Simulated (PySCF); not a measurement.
ZnCl, SMILES [Cl][Zn+], charge +1. Atoms are numbered in the order given.

```xyz
2

Zn     0.0000     0.0000    -0.7498
Cl     0.0000     0.0000     1.3232
```
Charge +1, spin multiplicity 1.

Geometry: B3LYP-D3(BJ)/def2-TZVP. The spin state was assumed, not searched.

The numbers are results of PySCF with PBE0/def2-TZVPD, not measurements.

Mulliken values depend strongly on the basis, most of all with diffuse functions as here. ESP charges are fitted to the potential on shells at 1.4 to 2.0 van der Waals radii. Atomic charges (e):

```json
[
 {"atom": "Zn1", "ESP fit": "1.23", "meta-Löwdin": "…", "Mulliken": "0.89"},
 {"atom": "Cl2", "ESP fit": "-0.23", "meta-Löwdin": "…", "Mulliken": "0.11"}
]
```

**Question.** What belongs in the gaps? (An estimate is asked for; the answer gives what the named calculation found.)

**Answer.** 
- Zn1, meta-Löwdin: 1.39
- Cl2, meta-Löwdin: -0.39
